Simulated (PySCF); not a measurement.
Excitations are Tamm–Dancoff values on a coarser integration grid. The basis has no diffuse functions, so Rydberg states are missing or too high.

# H9AlSi3, SMILES `[SiH3][Al]([SiH3])[SiH3]` (charge 0, multiplicity 1)

The numbers are results of PBE-D3(BJ)/def2-TZVP (PySCF), not measurements.

| Property | Result |
|---|---|
| HOMO | -6.33 eV |
| dipole moment | 0.08 D |
| HOMO–LUMO gap | 2.96 eV |
| LUMO | -3.36 eV |
| S1 excitation (TDA) | 3.16 eV |
| S1 oscillator strength | 0.000 |
| T1 excitation (TDA) | 2.65 eV |
| S1–T1 gap (TDA) | 0.51 eV |
| total energy | -1115.7269 Ha |
| cost | around 9 core-minutes (rough) |

Bonded distances (Å): Si1–Al2 2.466, Si1–H5 1.503, Si1–H6 1.500, Si1–H7 1.499, Al2–Si3 2.464, Al2–Si4 2.466, Si3–H8 1.499, Si3–H9 1.504, Si3–H10 1.499, Si4–H11 1.504, Si4–H12 1.500, Si4–H13 1.500. Angles (°): Al2–Si1–H5 108.9, Al2–Si1–H6 112.0, Al2–Si1–H7 113.9, H5–Si1–H6 106.8, H5–Si1–H7 107.1, H6–Si1–H7 107.8, Si1–Al2–Si3 120.7, Si1–Al2–Si4 119.0, Si3–Al2–Si4 120.2, Al2–Si3–H8 113.4, Al2–Si3–H9 108.1, Al2–Si3–H10 113.2, H8–Si3–H9 107.0, H8–Si3–H10 107.9, H9–Si3–H10 106.9, Al2–Si4–H11 108.4, Al2–Si4–H12 113.4, Al2–Si4–H13 113.0, H11–Si4–H12 107.0, H11–Si4–H13 106.9, H12–Si4–H13 107.8.
Charge 0, spin multiplicity 1.
